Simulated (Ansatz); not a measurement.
One geometry of H7MgNOSi2 (`[OH][Mg][N]([SiH3])[SiH3]`), several functionals.

```yaml
crystal:
  periodic: [false, false, false]
  atoms:
    - {symbol: O, position_ang: [-0.492369, 3.323154, 0.764394]}
    - {symbol: Mg, position_ang: [-0.253578, 1.632810, 0.359350]}
    - {symbol: N, position_ang: [0.047555, -0.218877, -0.036794]}
    - {symbol: Si, position_ang: [-1.009819, -1.351797, 0.685891]}
    - {symbol: Si, position_ang: [1.347667, -0.595591, -1.081681]}
    - {symbol: H, position_ang: [-0.771965, 4.227178, 0.793879]}
    - {symbol: H, position_ang: [-1.789862, -2.153432, -0.300791]}
    - {symbol: H, position_ang: [-0.322846, -2.315227, 1.593774]}
    - {symbol: H, position_ang: [-1.992113, -0.577211, 1.512661]}
    - {symbol: H, position_ang: [1.992226, 0.699807, -1.474604]}
    - {symbol: H, position_ang: [0.924283, -1.282949, -2.335865]}
    - {symbol: H, position_ang: [2.397620, -1.443065, -0.446214]}
basis:
  gaussian: {orbitals: def2-TZVPP}
hamiltonian: {xc: {name: BLYP}, dispersion: d4}
output: {orbitals: {seedname: orbitals}}
```

```sh
$ ansatz run in.yaml --threads 4 --pin off --events-out ev --progress --plain --max-ram 10444MiB
```

It prints (some lines left out):

```
Functional definition: BLYP
1583 factors; their error is unknown
mean field evaluation 1: about -24831.2720 eV, gradient 1.1e2 eV
mean field evaluation 2: about -24649.6326 eV, gradient 2.4e2 eV
mean field evaluation 4: about -24851.8795 eV, gradient 4.0e1 eV
mean field evaluation 8: about -24854.7519 eV, gradient 7.1e-2 eV
mean field evaluation 16: about -24854.7156 eV, gradient 3.4e-5 eV
mean field -24854.71559378 eV, -913.3939509401 hartree, gradient 3.4e-5 eV, S^2 0.000000; 0 other end points of the search recorded, 0 dependent functions left out
reference -24854.71602638 eV, -913.3939668380 hartree; 31, 31 occupied and 245, 245 virtual orbitals, 1583 factors
Total energy: -24855.32216422 eV, -913.4162419925 hartree
```

It took 1.5 s on 4 threads of an Intel Xeon 6975P-C on a shared host, with 0.43 GiB of host memory at the peak.

With the line `hamiltonian: {xc: {name: wB97X-V}}` (abridged; 4.8 s):

```
Functional definition: wB97X-V
mean field -24851.28977457 eV, -913.2680544063 hartree, gradient 3.6e-5 eV, S^2 0.000000
Total energy: -24851.28977178 eV, -913.2680543037 hartree
```

Changing it to `hamiltonian: {xc: {name: revPBE}, dispersion: d4}` (abridged; 1.4 s):

```
Functional definition: revPBE
mean field evaluation 16: about -24849.8306 eV, gradient 2.4e-5 eV
mean field -24849.83063683 eV, -913.2144320833 hartree, gradient 2.4e-5 eV, S^2 0.000000
Total energy: -24850.60572755 eV, -913.2429161421 hartree
```

Changing it to `hamiltonian: {xc: {name: LC-wPBE}}` (abridged; 2 s):

```
Functional definition: LC-wPBE
mean field evaluation 16: about -24846.8361 eV, gradient 1.3e-5 eV
mean field -24846.83613981 eV, -913.1043863476 hartree, gradient 1.3e-5 eV, S^2 0.000000
Total energy: -24846.83613982 eV, -913.1043863479 hartree
```

With the line `hamiltonian: {xc: {name: wB97M-V}}` and forces (abridged; 8 s):

```
Functional definition: wB97M-V
mean field evaluation 16: about -24852.9276 eV, gradient 3.4e-5 eV
mean field -24852.92760102 eV, -913.3282434180 hartree, gradient 3.4e-5 eV, S^2 0.000000
Total energy: -24852.92766881 eV, -913.3282459093 hartree
Atom 0 force    -0.032381     0.134727     0.015746 eV/Å
Atom 1 force     0.007681    -0.031996    -0.003756 eV/Å
Atom 2 force     0.007113    -0.047766    -0.011144 eV/Å
Atom 3 force    -0.133624    -0.158352     0.091473 eV/Å
Atom 4 force     0.170231    -0.061250    -0.136958 eV/Å
Atom 5 force     0.009810    -0.007194     0.009159 eV/Å
Atom 6 force     0.092618     0.092357     0.108195 eV/Å
Atom 7 force    -0.073660     0.110721    -0.106293 eV/Å
Atom 8 force     0.098684    -0.074912    -0.083411 eV/Å
Atom 9 force    -0.066338    -0.127772     0.040572 eV/Å
Atom 10 force     0.043238     0.076514     0.145171 eV/Å
Atom 11 force    -0.123373     0.094923    -0.068754 eV/Å
Dipole moment:    -0.096374     0.247941    -0.015798 e Å
```

Changing it to `hamiltonian: {xc: r2scan, dispersion: d4}` and forces (abridged; 3 s):

```
Functional definition: r2SCAN
mean field evaluation 16: about -24851.8316 eV, gradient 1.9e-4 eV
mean field -24851.83161727 eV, -913.2879667583 hartree, gradient 2.9e-5 eV, S^2 0.000000
Total energy: -24851.90292951 eV, -913.2905874345 hartree
Atom 0 force    -0.009275     0.038653     0.004498 eV/Å
Atom 1 force     0.001533    -0.006210    -0.000156 eV/Å
Atom 2 force     0.006363    -0.030776    -0.005723 eV/Å
Atom 3 force    -0.034931    -0.032074     0.024350 eV/Å
Atom 4 force     0.041141    -0.008508    -0.033317 eV/Å
Atom 5 force    -0.002802     0.027952     0.008109 eV/Å
Atom 6 force     0.008945     0.010258     0.022973 eV/Å
Atom 7 force    -0.019095     0.013246    -0.013212 eV/Å
Atom 8 force     0.011471    -0.017448    -0.010623 eV/Å
Atom 9 force    -0.005227    -0.022669     0.002161 eV/Å
Atom 10 force     0.014945     0.012214     0.018514 eV/Å
Atom 11 force    -0.013068     0.015363    -0.017573 eV/Å
Dipole moment:    -0.095321     0.256642    -0.010912 e Å
```
